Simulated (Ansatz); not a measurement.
`C[O][Ge][F]` → `[CH2]` (triplet) + `[OH][Ge][F]` at 400 K and 1 bar (formal loss of a carbene).

Calculated with Ansatz (gas phase, PBE0-D4/def2-TZVP geometries, no zero-point term in ΔE). CCSD(T)/CBS is the MP2 limit (def2-TZVPP, def2-QZVPP) plus CCSD(T) − MP2 in def2-TZVPP, frozen cores. This one scheme is used for every species. Triplets are unrestricted, without spin–orbit coupling. For Ge outer-core shells are correlated without core-valence functions, which leaves a few kJ/mol of doubt a bond. Scalar relativity is left out up to krypton. One conformer a species, not always the lowest.

```csv
species,CCSD(T)/CBS energy (Eh),H − E (kJ/mol),S (J/(mol·K))
`C[O][Ge][F]`,-2290.98541,140.3,344.7
`[CH2]` (triplet),-39.09499,59.0,205.7
`[OH][Ge][F]`,-2251.74560,59.1,297.8
```

H − E and S are ideal-gas, rigid-rotor, harmonic terms from PBE0-D4/def2-TZVP, for one conformer and one mirror image of each species, with the whole ground term of open shells counted as degenerate. 1 Eh = 2625.50 kJ/mol, R = 8.31446 J/(mol·K).

Q: By hand: ΔE, ΔH, ΔS and ΔG.

A: ΔE = (-39.09499) + (-2251.74560) − (-2290.98541) = 0.14482 Eh = 380.2 kJ/mol. Δ(H − E) = 59.0 + 59.1 − 140.3 = -22.2, so ΔH = 358.0 kJ/mol. ΔS = 205.7 + 297.8 − 344.7 = 158.8 J/(mol·K). ΔG = 358.0 − 400 × (158.8)/1000 = 294.5 kJ/mol.

Q: By hand: the equilibrium constant, and the temperature at which ΔG would vanish if ΔH and ΔS stayed fixed.

A: log₁₀ K = −ΔG/(RT ln 10) = -38.5. ΔG = 0 at ΔH/ΔS = 2254 K.

The number of gas molecules changes by +1, which sets the sign of ΔS. A doubt of 5 kJ/mol in ΔE shifts log₁₀ K by 0.7 here. Other conformers and mirror images would add mixing entropy, several J/(mol·K) or more a flexible species. A triplet takes part, so the spin changes. These are equilibria of isolated gas molecules and say nothing of rates. Largest T1 diagnostic: 0.015 (customary marks: 0.02 for closed shells, 0.045 for open ones).
